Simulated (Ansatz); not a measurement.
Mulliken charges of C₂H₄InN (`[InH2][C]1=NC1`) from r2SCAN/def2-TZVPP in Ansatz (PBE0-D4/def2-TZVP geometry).

```tsv
atom	x (Å)	y (Å)	z (Å)	charge (e)
In1	-0.954	1.599	-0.193	0.589
C2	0.376	-0.039	0.167	-0.148
N3	1.502	-0.335	0.640	-0.226
C4	0.699	-1.475	0.094	-0.085
H5	-0.837	2.375	-1.716	-0.118
H6	-2.096	1.957	1.034	-0.118
H7	1.037	-1.913	-0.841	0.053
H8	0.275	-2.169	0.815	0.053
```

Task: By hand: the dipole of these point charges (1 e Å = 4.8032 D).

Result: Σ q r = (-0.601, 0.421, -0.212) e Å, of length 0.764 e Å = 3.67 D.

Task: How does the dipole of the full density compare? (Best estimate.)

Result: The calculation gave: (-0.462, 0.155, -0.189) e Å, 2.51 D; the point charges give 1.46 times that, at 16° from its direction.

Point charges leave out the atoms' own dipoles, such as those of lone pairs, and Mulliken's split depends on the basis, so the two needn't agree.
